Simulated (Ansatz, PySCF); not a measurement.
Caution: the highest occupied level lies above zero, so the state may not be bound. This singlet lies 1.08 eV below the relaxed triplet at the level frozen-core CCSD(T)/aug-cc-pVDZ // PBE0-D3(BJ)/def2-TZVPD (Ansatz, a quantum-chemistry and plane-wave program).

Cartesian coordinates (Å):
SMILES: [NH2][Al-][CH]=O
```xyz
7

N      1.4442     0.3642    -0.1729
Al     0.3401     0.3379     1.3007
C     -1.4294     0.0157     0.2295
O     -2.3214     0.7885    -0.0916
H      2.4460     0.4608    -0.1056
H      1.1721     0.3375    -1.1464
H     -1.6516    -1.0918    -0.0137
```
Charge -1, spin multiplicity 1.

**Question.** What is the computed total energy and HOMO (PBE0-D3(BJ)/def2-TZVPD run with PySCF)?

**Answer.** 
```
Property             Value
------------  ------------
total energy  -11214.06 eV
HOMO               0.09 eV
```
